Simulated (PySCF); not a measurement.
# UHF on Ge (germanium, neutral)

Configuration: [Ar] 3d10 4s2 4p2, high-spin 3P determinant. All numbers are calculated (PySCF 2.14, scalar relativity by spin-free X2C-1e, in x2c-SVPall (5s4p3d, 32 functions)).

| Item | Value |
| --- | --- |
| Total energy | -2096.685690 hartree |
| One-electron energy | -2922.2662 hartree |
| Hartree (Coulomb) energy | 904.1694 hartree |
| Exchange energy | -78.5889 hartree |
| ⟨S²⟩ | 2.0087 |
| ⟨L²⟩ | 2.024 |
| Sum of ⟨r⟩ | 24.03 bohr |
| Sum of ⟨r²⟩ | 40.51 bohr² |
| Traceless quadrupole moment −½Σ⟨3z² − r²⟩ along its main axis | 3.70 e·bohr² |
| Langevin diamagnetic susceptibility | -32.1 ×10⁻⁶ cm³/mol |
| Time after the integrals | 0.17 s of wall time on 1 thread of Neoverse-N1 (shared host) |

```
shell  electrons  mean orbital energy (hartree)  spread (hartree)  rms radius, mean of both spins (bohr)
 1s α          1                     -410.75774                 0                                 0.0542
 1s β          1                     -410.75403                 0                                 0.0542
 2s α          1                      -53.41089                 0                                  0.227
 2s β          1                      -53.41056                 0                                  0.227
 2p α          3                      -46.51493           0.00079                                  0.203
 2p β          3                      -46.51212           0.00372                                  0.203
 3s α          1                       -7.40200                 0                                  0.668
 3s β          1                       -7.39634                 0                                  0.668
 3p α          3                       -5.21033           0.00037                                  0.701
 3p β          3                       -5.20187           0.01448                                  0.701
 3d α          5                       -1.59713           0.00954                                  0.817
 3d β          5                       -1.59321           0.01474                                  0.817
 4s α          1                       -0.63931                 0                                   2.36
 4s β          1                       -0.48844                 0                                   2.36
 4p α          2                       -0.28822                 0                                   3.04
```

Densities and radii are taken from the X2C orbitals without a picture-change correction, which distorts them close to the nucleus.
